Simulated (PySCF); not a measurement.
**Adding and removing an electron: MgHg**

PBE0; Mg cc-pVDZ, Hg cc-pVDZ-PP with ECP60; scalar-relativistic core potentials (PySCF 2.14). Neutral (UKS): singlet (closed shell), Re = 3.475 Å, ωe = 59.0 cm⁻¹, De = 0.07 eV, HOMO -5.29 eV, LUMO -1.19 eV.

MgHg⁺ (UKS): doublet (σ ↑), Re = 2.854 Å, ωe = 167 cm⁻¹, De = 0.75 eV to Mg⁺ + Hg. The energies at the minima are -353.46285 hartree for MgHg and -353.20927 for MgHg⁺.

Problem. Work out the adiabatic ionisation energy, without and with harmonic zero-point energies (1 hartree = 27.2114 eV, 1 eV = 8065.5 cm⁻¹), and the change of the bond length.

Solution. At PBE0: 0.25358 hartree = 6.900 eV between the minima; the zero-point term (167.0 − 59.0)/2 cm⁻¹ = +0.007 eV makes it 6.907 eV. Re changes by -62.1 pm against the neutral. Minus the HOMO energy is 5.29 eV, -1.61 eV from the value between the minima; self-interaction puts the Kohn–Sham level too high, less so with exact exchange. The electron leaves a σ orbital, and the shorter bond of the ion fits an antibonding orbital, or a change in how ionic the bond is.

Closed-shell solutions of metal pairs were not tested for spin polarisation, which can lower them a little. Weak bonds: MgHg. Basis-set superposition, not corrected here, can be much of De in a small basis, most of all at correlated wavefunction levels. Spin–orbit coupling is left out. For an ion De counts to the pair picked by the measured ionisation energies or electron affinities, which need not be the lowest pair at this level. States were picked by a PBE0 search and need not be the measured ground states.
